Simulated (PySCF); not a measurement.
A structure optimised at B3LYP-D3(BJ)/def2-SVP, used in a PySCF frequency run:

```xyz
10

C     -0.8225     1.8283     0.0000
C      0.2354     0.7581     0.0000
O      1.4315     1.0155     0.0000
B     -0.1415    -0.8158     0.0000
O      0.8739    -1.6854     0.0000
F     -1.4000    -1.2384     0.0000
H     -1.4753     1.7055     0.8814
H     -1.4753     1.7055    -0.8814
H     -0.3676     2.8283     0.0000
H      1.7048    -1.1743     0.0000
```

Q: Write its SMILES, formula and point group.

A: CC(=O)B(O)F, C2H4BFO2, Cs

Q: What are its rotational constants (standard atomic weights)?

A: 5.1187, 3.0964, 1.9527 GHz
